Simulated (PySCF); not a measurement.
**Dipole moment and polarisability of `O=CN[SiH]1C[SiH2]C1`**

Compound: C₃H₉NOSi₂.
SMILES with atom numbers: `[O:1]=[CH:2][NH:3][SiH:4]1[CH2:5][SiH2:6][CH2:7]1` (hydrogens: H8 on C2; H9 on N3; H10 on Si4; H11, H12 on C5; H13, H14 on Si6; H15, H16 on C7)

Cartesian coordinates in Å at the GFN2-xTB level; atoms count from 1:
```xyz
16
C3H9NOSi2 angstrom
O      2.8198   -0.1834    0.8593
C      2.4198   -1.1745    0.2957
N      1.3061   -1.1521   -0.4397
Si     0.5333    0.4336   -0.4772
C     -1.1860    0.2024   -1.2928
Si    -2.0814    0.5055    0.3749
C     -0.3614    0.8543    1.1563
H      2.9428   -2.1455    0.3527
H      0.9881   -1.9866   -0.9020
H      1.4601    1.3646   -1.1096
H     -1.3982    0.9611   -2.0392
H     -1.3814   -0.7563   -1.7644
H     -2.9957    1.6490    0.3834
H     -2.7578   -0.6781    0.9139
H     -0.2232    1.8830    1.4745
H     -0.0925    0.2321    2.0050
```

Level: B3LYP/def2-SVPD (PySCF), static field, nuclei fixed, core orbitals frozen in the response. The polarisability tensor in these axes (au):

```
x   114.94  -6.49   1.35
y    -6.49  87.01   3.14
z     1.35   3.14  87.40
```

Give the principal values, the mean and the anisotropy Δα = √{½[(α1 − α2)² + (α2 − α3)² + (α1 − α3)²]}.

Principal values 83.01, 89.95 and 116.39 au; mean 96.45 au = 14.29 Å³ = 15.90 × 10⁻⁴⁰ C²·m²/J; Δα = 30.51 au (32 % of the mean).

What is the dipole moment, and where does it point?

(-1.60, -2.06, -1.70) D, 3.12 D in size, pointing from the negative to the positive side. Measured along this direction, the outermost atoms are H15 at the negative end and H12 at the positive end.

How large is μ²/3kT at 250 K beside α?

In Gaussian units μ²/3kT = 93.76 Å³ against 14.29 Å³, a ratio of 6.56; the Debye molar polarisation (4π/3)N_A(α + μ²/3kT) is 272.6 cm³/mol, leaving out the vibrational part.

Refractivity n − 1 of an ideal gas of it at 298.15 K and 1 atm, from the electronic α?

N = p/kT = 2.4615 × 10¹⁹ cm⁻³, so n − 1 = 2π × N × 14.29 × 10⁻²⁴ cm³ = 2210 × 10⁻⁶ at long wavelengths, for an ideal gas.

What molar refraction does this α imply?

Lorentz–Lorenz: R = (4π/3)N_A α = 2.5225 cm³/(mol·Å³) × 14.29 Å³ = 36.1 cm³/mol, in the limit of long wavelengths.

Rayleigh depolarisation ratio (linearly polarised light, static tensor)?

ρ = 3Δα²/(45ᾱ² + 4Δα²) = 2791.8/(418623 + 3722.5) = 0.00661.

Isolated species at its GFN2-xTB geometry (one conformer only).
